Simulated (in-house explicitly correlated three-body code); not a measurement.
Computed with an exponentially correlated three-body code. Model: two electrons around a point charge, non-relativistic, variational in 260 exponentially correlated functions (energies converged to about 1e-7 hartree, or 1e-8 relative for large Z).

For this charge the correlation energy is taken as exact minus Hartree-Fock, from which it differs by microhartrees, and the kinetic parts follow from it.

For two electrons in a singlet the Kohn-Sham orbital is the square root of half the density, so the exact Kohn-Sham potential and energy parts follow from the density alone, and exchange is minus half the Hartree energy. The Kohn-Sham level equals minus the binding energy of the second electron.

Command:
```bash
python run_hyl.py task.json out
```
Settings (lengths in bohr, energies in hartree):
```
Z                      10.3
interaction_strength   1
functions              260
states_tried           13
```

Time taken, with all properties: 17 s on 1 thread of AMD EPYC 9R45 96-Core Processor (Zen 5), on a shared host.

**Those bound S and P states to n = 4 that converged, binding against the one-electron ion.**

Given: nuclear charge 10.3.

Computed: one-electron threshold -53.045 hartree.

| term | energy (hartree) | binding (eV) | quantum defect |
| --- | --- | --- | --- |
| 1 1S | -99.8093311 | 1272.5 | 0.038364 |
| 2 3S | -64.4185016 | 309.49 | 0.050062 |
| 2 3P | ? | ? | ? |
| 2 1S | -64.0320691 | 298.97 | 0.016067 |
| 2 1P | -63.7840449 | 292.22 | -0.0067123 |
| 3 3S | -58.0061183 | 135 | 0.04758 |
| 3 3P | -57.9068713 | 132.3 | 0.017598 |
| 3 1S | -57.9040021 | 132.22 | 0.016717 |
| 3 1P | -57.832043 | 130.26 | -0.0056215 |
| 4 3S | ? | ? | ? |
| 4 3P | -55.7714732 | 74.191 | 0.017394 |
| 4 1S | -55.7708369 | 74.174 | 0.016929 |
| 4 1P | -55.7407316 | 73.355 | -0.00525 |

(1) What belongs in the row 2 3P?

(2) What belongs in the row 4 3S?

**Exact Kohn-Sham parts of the ground state from its density.**

Computed: total energy -99.8093311 hartree; Kohn-Sham kinetic 99.765 hartree; Hartree energy 12.43 hartree; exchange energy -6.215 hartree; kinetic part of the DFT correlation energy 0.044616 hartree; potential part of the DFT correlation energy -0.090337 hartree; exact minus restricted Hartree-Fock -0.045721 hartree; restricted Hartree-Fock level -1272.8 eV; C6 of two such species 2.6814e-05 hartree·bohr⁶.

(3) What is the Kohn-Sham level?

(4) What is the dipole polarisability?

**Functionals on the exact density and self-consistent, errors are functional minus exact, hybrids only self-consistent, a dash where a self-consistent run leaves the top level unbound.**

```tsv
result	exchange error (millihartree)	correlation error (millihartree)	functional driven error (millihartree)	density driven error (millihartree)	self consistent total error (millihartree)	top level plus exact binding (eV)
LDA PW92	880.71	-158.01	722.7	-2.6704	720.03	68.241
BLYP	46.895	-4.4823	42.413	-1.4131	41	60.949
BP86	46.895	-39.808	7.0875	-1.0029	6.0846	60.94
PW91	?	?	?	?	?	?
wB97X	-	-	-	-	?	?
SCAN	-4.0287	1.6201	-2.4086	-0.31496	-2.7236	54.858
revTPSS	-3.0569	-5.1953	-8.2522	-0.24953	-8.5017	56.173
RPBE	17.431	-2.2299	15.201	-1.4847	13.716	61.187
OLYP	32.519	-4.4823	28.037	-1.2963	26.74	60.939
M06-L	-69.99	-15.564	-85.554	-2.351	-87.905	54.247
```

(5) What belongs in the row PW91?

(6) What belongs in the row wB97X?

**Density and exact potentials over r, pair density (one pair, times 4 pi r12^2) and exact minus Kohn-Sham pair density over r12.**

| radius (bohr) | radial density (electrons/bohr) | exchange potential (hartree) | intracule density (1/bohr) | Coulomb hole against Kohn-Sham (1/bohr) | correlation potential (hartree) |
| --- | --- | --- | --- | --- | --- |
| 0.041 | 5.9424 | -9.2211 | 0.70496 | -0.04667 | -0.013 |
| 0.0475 | 6.9872 | -9.0192 | 0.91869 | -0.05624 | -0.007 |
| 0.055 | 8.0434 | -8.7755 | 1.1844 | -0.06605 | -0.001 |
| 0.0637 | 9.0441 | -8.484 | 1.5087 | -0.07517 | 0.006 |
| 0.0738 | 9.8957 | -8.1408 | 1.8923 | -0.08212 | 0.012 |
| 0.0855 | 10.489 | -7.7451 | 2.3262 | -0.08498 | 0.017 |
| 0.0991 | 10.717 | -7.2968 | 2.7903 | -0.08169 | 0.02 |
| 0.115 | 10.491 | -6.7976 | 3.2476 | -0.07042 | 0.021 |
| 0.133 | 9.7902 | -6.2726 | 3.628 | -0.05124 | 0.019 |
| 0.154 | 8.6368 | -5.7182 | 3.8755 | -0.02535 | 0.017 |
| 0.179 | 7.1013 | -5.1388 | 3.915 | 0.003764 | 0.013 |
| 0.207 | ? | ? | ? | ? | ? |
| 0.24 | 3.8226 | -4.0439 | 3.2245 | 0.04372 | 0.006 |
| 0.278 | ? | ? | ? | ? | ? |
| 0.322 | 1.3726 | -3.0828 | 1.8169 | 0.03796 | 0.002 |
| 0.373 | 0.67806 | -2.6728 | 1.1316 | 0.02417 | 0.001 |
| 0.432 | 0.2869 | -2.3123 | 0.60504 | 0.01145 | 0.001 |

(7) What belongs in the row 0.207?

(8) What belongs in the row 0.278?

Results:

(1) energy (hartree): -64.0559657; binding (eV): 299.62; quantum defect: 0.018221.

(2) energy (hartree): -55.8122041; binding (eV): 75.299; quantum defect: 0.046813.

(3) -1272.5 eV.

(4) 0.00092411 bohr³.

(5) exchange error (millihartree): 103.53; correlation error (millihartree): -16.224; functional driven error (millihartree): 87.308; density driven error (millihartree): -1.4562; self consistent total error (millihartree): 85.852; top level plus exact binding (eV): 61.286.

(6) self consistent total error (millihartree): -177.98; top level plus exact binding (eV): 46.798.

(7) radial density (electrons/bohr): 5.455; exchange potential (hartree): -4.5853; intracule density (1/bohr): 3.6997; Coulomb hole against Kohn-Sham (1/bohr): 0.02832; correlation potential (hartree): 0.009.

(8) radial density (electrons/bohr): 2.4274; exchange potential (hartree): -3.5412; intracule density (1/bohr): 2.5588; Coulomb hole against Kohn-Sham (1/bohr): 0.04635; correlation potential (hartree): 0.003.

The density-driven part is never positive, since each functional's own density lowers its energy. Here it is small beside the functional-driven part (median ratio 0.033), the normal case.
